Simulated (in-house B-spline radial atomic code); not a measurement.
Configurations of the dysprosium ion Dy⁵⁺, with energies counted from [Kr] 4d10 (4f5/2)6 (4f7/2)2 5s2 (5p1/2)2 (5p3/2)3. Computed with an all-electron radial atomic-structure program (B-spline basis): Dirac-Hartree-Fock, average of each configuration as written, Fermi nucleus of rms radius 5.2218 fm. Energies include first-order Breit, QED and recoil terms.

Occupations are held fixed; configurations that lie above the ionisation limit could autoionise.

```json
{"configuration": "[Kr] 4d10 (4f7/2)8 5s2 (5p1/2)1 (5p3/2)4", "E - E(ref) (eV)": "8.2869", "highest orbital": "4f7/2", "its <r> (bohr)": "0.7364"}
{"configuration": "[Kr] 4d10 (4f5/2)2 (4f7/2)6 5s2 (5p1/2)1 (5p3/2)4", "E - E(ref) (eV)": "11.377", "highest orbital": "4f5/2", "its <r> (bohr)": "0.7321"}
{"configuration": "[Kr] 4d10 (4f5/2)4 (4f7/2)4 5s2 (5p1/2)2 (5p3/2)2 7s1", "E - E(ref) (eV)": "66.243", "highest orbital": "7s1/2", "its <r> (bohr)": "4.546"}
{"configuration": "[Kr] 4d10 (4f7/2)8 5s2 (5p3/2)4 (6f5/2)1", "E - E(ref) (eV)": "84.275", "highest orbital": "6f5/2", "its <r> (bohr)": "5.406"}
{"configuration": "[Kr] (4d3/2)3 (4d5/2)6 (4f5/2)4 (4f7/2)4 5s2 5p6", "E - E(ref) (eV)": "160.59", "highest orbital": "4f5/2", "its <r> (bohr)": "0.7106"}
{"configuration": "[Kr] (4d3/2)4 (4d5/2)5 (4f5/2)4 (4f7/2)4 5s2 (5p1/2)2 (5p3/2)3 (6p1/2)1", "E - E(ref) (eV)": "201.21", "highest orbital": "6p1/2", "its <r> (bohr)": "2.894"}
{"configuration": "[Kr] (4d3/2)3 (4d5/2)6 (4f5/2)2 (4f7/2)6 5s2 (5p1/2)2 (5p3/2)3 (7g9/2)1", "E - E(ref) (eV)": "238.83", "highest orbital": "7g9/2", "its <r> (bohr)": "10.42"}
```

(1) Order these further configurations by energy, lowest first.
A. [Kr] (4d3/2)4 (4d5/2)5 (4f7/2)8 5s2 (5p1/2)2 (5p3/2)3 6s1
B. [Kr] 4d10 (4f5/2)3 (4f7/2)5 5s2 (5p1/2)1 (5p3/2)4
C. [Kr] (4d3/2)3 (4d5/2)6 (4f7/2)8 5s2 (5p1/2)2 (5p3/2)3 (6g9/2)1
D. [Kr] (4d3/2)4 (4d5/2)5 (4f5/2)4 (4f7/2)4 5s2 (5p1/2)2 (5p3/2)3 (5g9/2)1
E. [Kr] (4d3/2)3 (4d5/2)6 (4f5/2)5 (4f7/2)3 5s2 (5p1/2)1 (5p3/2)4 8s1

(2) How far above the reference does [Kr] 4d10 (4f5/2)3 (4f7/2)5 5s2 (5p1/2)2 (5p3/2)3 lie?

(3) How far above the reference does [Kr] 4d10 (4f5/2)5 (4f7/2)3 5s2 (5p1/2)1 (5p3/2)3 (7d3/2)1 lie?

Results:

(1) B (11.536 eV), A (198.43 eV), D (223.22 eV), C (228.51 eV), E (240.36 eV).

(2) 5.9131 eV; its least bound orbital is 4f7/2 with <r> = 0.7395 bohr.

(3) 78.769 eV; its least bound orbital is 7d3/2 with <r> = 6.07 bohr.
